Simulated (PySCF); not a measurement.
**Potential energy of InH along the bond**

Set-up: In cc-pVDZ-PP with ECP28, H cc-pVDZ; scalar-relativistic core potentials (PySCF 2.14). Energies in eV from In + H in their ground configurations at the same level. State: ¹Σ⁺ (singlet), closed shell.

All columns are PBE0. A positive dipole means In(−)H(+).

```
R (Å)  E (eV)  μ (D)  Mulliken charge on In (basis-dependent)  HOMO (eV)  LUMO (eV)  Mayer bond order  ⟨S²⟩
1.601  -2.234   0.52                                     0.19      -5.47      -1.66              0.94  0.00
1.675  -2.433   0.18                                     0.19      -5.54      -1.66              0.94  0.00
1.749  -2.547  -0.16                                     0.20      -5.60      -1.68              0.94  0.00
1.805  -2.589  -0.41                                     0.20      -5.63      -1.69              0.93  0.00
1.861  -2.601  -0.67                                     0.21      -5.65      -1.71              0.93  0.00
1.917  -2.589  -0.92                                     0.21      -5.67      -1.73              0.93  0.00
1.991  -2.543  -1.26                                     0.22      -5.67      -1.75              0.93  0.00
2.084  -2.450  -1.67                                     0.23      -5.66      -1.79              0.93  0.00
2.196  -2.301  -2.16                                     0.24      -5.61      -1.85              0.92  0.00
2.345  -2.066  -2.77                                     0.26      -5.51      -1.92              0.92  0.00
```

A fit through these points gives, at Re = 1.859 Å, μ = -0.66 D and dμ/dR = -4.59 D/Å; the reduced mass is 0.9991 u.

Q: How strong is the fundamental in the double-harmonic approximation, I = 42.26·(dμ/dR)²/μred km/mol?

A: I = 42.26·(-4.59)²/0.9991 = 891 km/mol at PBE0.

Spin–orbit coupling is left out, which matters for elements this heavy, above all for dissociation energies.
